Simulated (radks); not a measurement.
Results of a calculation; reference values are marked as such.
Re3.5+, configuration [Xe] 4f14 5d2.5 6s1 (fractional occupations, a model configuration). Level of theory: scalar-relativistic Kohn-Sham, PBE, spin-unpolarised, spherical densities, finite nucleus; Fermi nuclear charge, rms radius 5.3698 fm (a radial shooting solver on a logarithmic mesh with Libxc functionals).

Unscreened Slater integrals over Kohn-Sham orbitals (eV).

integral     value
F0(6s,6s)   10.126
F0(6s,5d)   11.650
G2(6s,5d)   2.9564
F0(6s,4f)   13.232
G3(6s,4f)  0.49699
F0(6s,5p)   12.321
G1(6s,5p)   1.1197
F0(5d,5d)   15.341
F2(5d,5d)   8.0931
F4(5d,5d)   5.3931
F0(5d,4f)   19.617
F2(5d,4f)   4.7529
F4(5d,4f)   2.2591
G1(5d,4f)   1.7581
G3(5d,4f)   1.5810
G5(5d,4f)   1.2453
F0(5d,5p)   17.358
F2(5d,5p)   8.6642
G1(5d,5p)   10.379
G3(5d,5p)   6.4467
F0(4f,4f)   43.302
F2(4f,4f)   21.075
F4(4f,4f)   13.326
F6(4f,4f)   9.6166
F0(4f,5p)   25.300
F2(4f,5p)   8.0949
G2(4f,5p)   3.4455
G4(4f,5p)   2.8188
F0(5p,5p)   20.700
F2(5p,5p)   11.204

Derived for the open shells (J is the average intra-shell exchange parameter used in DFT+U). 5d: Racah B = F2/49 - 5 F4/441 = 0.1040 eV, C = 35 F4/441 = 0.4280 eV, C/B = 4.11, F4/F2 = 0.666, J = (F2 + F4)/14 = 0.9633 eV.
